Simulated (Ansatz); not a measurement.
`C=C(C)[SiH2][SiH3]` + H₂ → disilane + propene at 600 K and 1 bar (hydrogenolysis of the Si–C bond).

Calculated with Ansatz (gas phase, PBE0-D4/def2-TZVP geometries, no zero-point term in ΔE). CBS: MP2 limit from def2 TZ/QZ plus the TZ coupled-cluster correction, frozen cores. This one scheme is used for every species. Each species was taken in one conformer, which may not be the lowest.

| species | CCSD(T)/CBS energy (Eh) | H − E (kJ/mol) | S (J/(mol·K)) |
| --- | --- | --- | --- |
| `C=C(C)[SiH2][SiH3]` | -698.30589 | 374.3 | 505.8 |
| H₂ | -1.17544 | 43.9 | 150.8 |
| `[SiH3][SiH3]` | -581.74359 | 174.5 | 343.9 |
| `C=CC` | -117.74610 | 248.6 | 323.1 |

H − E and S are ideal-gas, rigid-rotor, harmonic terms from PBE0-D4/def2-TZVP, for one conformer and one mirror image of each species. For small species the MP2-based limit differs from directly extrapolated CCSD(T) by up to some mEh (0.8 for H₂); such offsets cancel only in part. 1 Eh = 2625.50 kJ/mol, R = 8.31446 J/(mol·K).

Problem. By hand: ΔE, ΔH, ΔS and ΔG.

Solution. ΔE = (-581.74359) + (-117.74610) − (-698.30589) − (-1.17544) = -0.00836 Eh = -21.9 kJ/mol. Δ(H − E) = 174.5 + 248.6 − 374.3 − 43.9 = 4.9, so ΔH = -17.0 kJ/mol. ΔS = 343.9 + 323.1 − 505.8 − 150.8 = 10.4 J/(mol·K). ΔG = -17.0 − 600 × (10.4)/1000 = -23.2 kJ/mol.

Problem. By hand: the equilibrium constant, and the temperature at which ΔG would vanish if ΔH and ΔS stayed fixed.

Solution. log₁₀ K = −ΔG/(RT ln 10) = 2.0. ΔH and −TΔS have one sign here, so there is no such temperature.

TΔS isn't small against ΔH here. A doubt of 5 kJ/mol in ΔE shifts log₁₀ K by 0.4 here. Other conformers and mirror images would add mixing entropy, several J/(mol·K) or more a flexible species. Modes under 60 cm⁻¹, often nearly free rotors, make the harmonic entropy too high. These are equilibria of isolated gas molecules and say nothing of rates. Largest T1 diagnostic: 0.013 (customary marks: 0.02 for closed shells, 0.045 for open ones).

ΔS is within the doubt of such terms, so its sign, and with it that verdict, could turn.
